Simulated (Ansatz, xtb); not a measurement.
# Isomers of C7H7NO in order of energy

10 gas-phase structures of C7H7NO, from a drawn sample of its isomers (lower ones may exist). Each was relaxed with GFN2-xTB; where two conformers were screened, the lower at r2SCAN-D4/def2-SVP//GFN2-xTB is listed:

A. `C#C/C=C/C(C)=N/C=O`, a singlet
B. `C#C/C=C/C(=C)/N=C\O`, a singlet
C. `C#C/C=C\C(C)=N\C=O`, a singlet
D. `C#C/C=C\C(C)=N/C=O`, a singlet
E. `C#C/C=C/C(=C)NC=O`, a singlet
F. `C#C/C=C\C(=C)NC=O`, a singlet
G. `C#C/C=C\C(=C)/N=C\O`, a singlet
H. `C#C/C=C/C(=C)/N=C/O`, a singlet
I. `C#C/C=C/C(C)=N\C=O`, a singlet
J. `C#C/C=C\C(=C)/N=C/O`, a singlet

**Question.** Estimate their order in r2SCAN-D4/def2-SVP//GFN2-xTB energy at these geometries, lowest first.

**Answer.** Calculated order at r2SCAN-D4/def2-SVP//GFN2-xTB: F (0.0), E (7.5), A (37.0), I (38.0), C (42.3), D (54.0), H (54.2), B (62.2), J (67.4), G (77.9) kJ/mol. Less than 1 kcal/mol parts A and I; D and H, so the order within those pairs means little.

Energies above the lowest of each column, in kJ/mol; the last columns are at r2SCAN-D4/def2-SVP geometries and were run for some of them only (a dash: not run or not comparable):

```csv
structure,GFN2-xTB,HF/STO-3G,r2SCAN-D4/def2-SVP//GFN2-xTB,r2SCAN-D4/def2-SVP,CCSD(T)/def2-SVP + ΔMP2/def2-TZVPP
F,4.6,3.9,0.0,0.0,0.0
E,10.9,0.0,7.5,8.1,5.7
A,0.0,5.2,37.0,32.1,22.8
I,0.3,6.3,38.0,33.7,24.4
C,2.4,15.9,42.3,36.6,28.6
D,5.4,26.6,54.0,48.3,35.3
H,35.7,27.0,54.2,–,–
B,36.0,39.8,62.2,–,–
J,38.8,42.2,67.4,–,–
G,42.2,54.2,77.9,–,–
```

CCSD(T)/def2-SVP + ΔMP2/def2-TZVPP puts F lowest of those it was run on; GFN2-xTB picks A, HF/STO-3G picks E. Flexible structures stand in one conformer each, not always the lowest. Frequencies (GFN2-xTB) were run for A, C, D, E, F, I alone. ΔMP2 is the change of the MP2 energy from the smaller to the larger basis.

Over these structures GFN2-xTB departs from r2SCAN-D4/def2-SVP//GFN2-xTB by 13.8 kJ/mol on average once a common shift is removed. A GFN2-xTB relaxation took about 0.26 s and the r2SCAN-D4/def2-SVP//GFN2-xTB energy about 6.6 s on a shared host (Ansatz 0.2.0, xtb 6.7.1).
